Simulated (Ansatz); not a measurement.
`C=[C](C)[GeH2][F]` + HCl → `[F][GeH2][Cl]` + propene  (ligand exchange at a Ge–C bond)

Program: Ansatz. Geometries: PBE0-D4/def2-TZVP. ΔE: electronic, gas phase. CCSD(T)/CBS is the MP2 limit (def2-TZVPP, def2-QZVPP) plus CCSD(T) − MP2 in def2-TZVPP, frozen cores. This one scheme is used for every species. DFT in def2-TZVPP. B3LYP here is the variant with VWN-RPA as its local correlation; programs differ in this. For Ge outer-core shells are correlated without core-valence functions, which leaves a few kJ/mol of doubt a bond. Scalar relativity is left out up to krypton. Each species was taken in one conformer, which may not be the lowest.

```json
{"level": "PBE-D4", "ΔE (eV)": "-0.87"}
{"level": "PBE0-D4", "ΔE (eV)": "-0.89"}
{"level": "PBE", "ΔE (eV)": "-0.92"}
{"level": "B3LYP", "ΔE (eV)": "-0.98"}
{"level": "MP2/def2-TZVPP", "ΔE (eV)": "-0.82"}
{"level": "HF/def2-QZVPP", "ΔE (eV)": "-1.12"}
{"level": "MP2/def2-QZVPP", "ΔE (eV)": "-0.83"}
{"level": "CCSD/CBS(def2)", "ΔE (eV)": "-0.86"}
```

(1) What does CCSD(T)/CBS give? (Estimate.)

Largest T1 diagnostic among the species: 0.011.

## Answers

(1) Computed: -0.83 eV. The listed levels differ from it by -0.04, -0.06, -0.09, -0.15, 0.01, -0.29, 0.00, -0.03 eV.

The D4 term adds +0.08 eV with B3LYP and +0.04 eV with PBE0; it sums over pairs of atoms, weighted by their polarisabilities, and B3LYP, whose exchange is more repulsive, gets the larger term. In def2-TZVPP, CCSD(T) changes the Hartree–Fock value by +0.28 eV (the triples alone add +0.03 eV) and MP2 by +0.28 eV.
